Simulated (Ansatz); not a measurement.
`C=C(F)[SeH]` + HI → `C=C(F)I` + H₂Se at 500 K and 1 bar (substitution at a C–Se bond).

Isolated molecules relaxed with PBE0-D4/def2-TZVP in Ansatz; ΔE leaves out vibrations. CCSD(T)/CBS adds triple-zeta CCSD(T) − MP2 to the extrapolated MP2 energy (def2 sets, frozen cores). Elements past krypton have def2 core potentials. For I, Se outer-core shells are correlated without core-valence functions, which leaves a few kJ/mol of doubt a bond. Scalar relativity is left out up to krypton. Each species was taken in one conformer, which may not be the lowest.

```
      species  CCSD(T)/CBS energy (Eh)  H − E (kJ/mol)  S (J/(mol·K))
`C=C(F)[SeH]`              -2578.36253           144.0          351.1
           HI               -298.03592            28.6          221.6
    `C=C(F)I`               -474.49774           119.0          341.5
         H₂Se              -2401.89790            53.1          237.8
```

H − E and S are ideal-gas, rigid-rotor, harmonic terms from PBE0-D4/def2-TZVP, for one conformer and one mirror image of each species. 1 Eh = 2625.50 kJ/mol, R = 8.31446 J/(mol·K).

Q: By hand: ΔE, ΔH, ΔS and ΔG.

A: ΔE = (-474.49774) + (-2401.89790) − (-2578.36253) − (-298.03592) = 0.00281 Eh = 7.4 kJ/mol. Δ(H − E) = 119.0 + 53.1 − 144.0 − 28.6 = -0.5, so ΔH = 6.9 kJ/mol. ΔS = 341.5 + 237.8 − 351.1 − 221.6 = 6.6 J/(mol·K). ΔG = 6.9 − 500 × (6.6)/1000 = 3.6 kJ/mol.

Q: By hand: the equilibrium constant, and the temperature at which ΔG would vanish if ΔH and ΔS stayed fixed.

A: log₁₀ K = −ΔG/(RT ln 10) = -0.4. ΔG = 0 at ΔH/ΔS = 1045 K, though so small a ΔH makes that figure unsure.

TΔS isn't small against ΔH here. The sign of ΔG lies within the doubt. A doubt of 5 kJ/mol in ΔE shifts log₁₀ K by 0.5 here. Other conformers and mirror images would add mixing entropy, several J/(mol·K) or more a flexible species. These are equilibria of isolated gas molecules and say nothing of rates. Largest T1 diagnostic: 0.011 (customary marks: 0.02 for closed shells, 0.045 for open ones).
